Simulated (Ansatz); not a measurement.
Reaction (formal exchange of groups at the Si–Al bond): `[AlH2][SiH]([SiH3])[SiH3]` + `CF` → `FC[SiH]([SiH3])[SiH3]` + `[AlH3]`

Isolated molecules relaxed with PBE0-D4/def2-TZVP in Ansatz; ΔE leaves out vibrations. CCSD(T)/CBS adds triple-zeta CCSD(T) − MP2 to the extrapolated MP2 energy (def2 sets, frozen cores). This one scheme is used for every species. Functionals use def2-TZVPP. B3LYP here is the variant with VWN-RPA as its local correlation; programs differ in this. Each species was taken in one conformer, which may not be the lowest.

```tsv
level	ΔE (kJ/mol)
ωB97M-V	40.9
B2PLYP	47.0
B3LYP	46.5
MP2/def2-TZVPP	49.9
```

Q: What does CCSD(T)/CBS give? (Estimate.)

A: Computed: +51.1 kJ/mol. The listed levels differ from it by -10.2, -4.1, -4.6, -1.2 kJ/mol.

Largest T1 diagnostic among the species: 0.014.

In def2-TZVPP, CCSD(T) changes the Hartree–Fock value by +8.8 kJ/mol (the triples alone add +1.6 kJ/mol) and MP2 by +7.5 kJ/mol.
